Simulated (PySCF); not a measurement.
C3H6BFO2, SMILES FB(C(OC)=C)O.

Coordinates come from a ωB97X-D3(BJ)/def2-SVP optimisation. The structure was generated by enumeration, and PubChem lists no compound with its InChIKey, so it may never have been made. One conformer was computed; it need not be the lowest.

Calculation: PySCF with PBE/def2-TZVP.

The molecule is in vacuum.

| Property | Value |
|---|---|
| total energy | -392.87313 hartree |
| point group | Cs |
| highest occupied level | -5.65 eV |
| lowest empty level | -1.54 eV |
| orbital gap | 4.11 eV |
| dipole moment | 0.127 e·Å |
| quadrupole, principal values (traceless, Buckingham form, about the centre of nuclear charge) | -8.95, -4.98, 13.93 D·Å |
| mean static polarisability | 60.4 bohr³ (8.96 Å³) |
| polarisability, principal values | 42.6, 66.8, 72.0 bohr³ |
